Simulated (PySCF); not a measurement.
## Which element holds O most strongly?

PBE0 in PySCF with aug-pcseg-1 on every atom, for the lowest determinant that a PBE0 search found; no spin–orbit coupling. D0 is De less the harmonic zero-point energy.

```csv
M,state (unpaired electrons),Re (Å),ωe (cm⁻¹),D0(MO) (eV)
Ga,doublet (σ ↑),1.727,704,4.01
P,doublet (π ↑),1.496,1242,5.57
B,doublet (σ ↑),1.205,1933,8.31
As,doublet (π ↑),1.642,984,4.38
C,singlet (closed shell),1.130,2243,10.91
```

Question: Order the elements by D0 and give the energy of PO + B → BO + P.

Answer: C > B > P > As > Ga; ΔE = 5.57 − 8.31 = -2.74 eV at PBE0/aug-pcseg-1. Close neighbours can swap at other levels.

Spin–orbit coupling is left out. States were picked by a PBE0 search and need not be the measured ground states.
